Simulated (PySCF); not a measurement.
thiadiazoloquinoxaline (C8H4N4S), SMILES c1cnc2cc3nsnc3cc2n1. Coordinates come from a PBE0-D3(BJ)/def2-SVP optimisation.

Computed equilibrium geometry at PBE0-D3(BJ)/def2-SVP (PySCF confirms it by a frequency run) as Cartesian coordinates in Å, and its point group:
point group C2v.
```xyz
17

C      0.0000    -0.7195    -3.5323
C      0.0000     0.7195    -3.5323
N      0.0000     1.4175    -2.4405
C      0.0000     0.7270    -1.2554
C      0.0000     1.4439    -0.0652
C      0.0000     0.7284     1.1435
N      0.0000     1.2494     2.3818
S      0.0000     0.0000     3.4052
N      0.0000    -1.2494     2.3818
C      0.0000    -0.7284     1.1435
C      0.0000    -1.4439    -0.0652
C      0.0000    -0.7270    -1.2554
N      0.0000    -1.4175    -2.4405
H      0.0000    -1.2593    -4.4876
H      0.0000     1.2593    -4.4876
H      0.0000     2.5334    -0.0869
H      0.0000    -2.5334    -0.0869
```
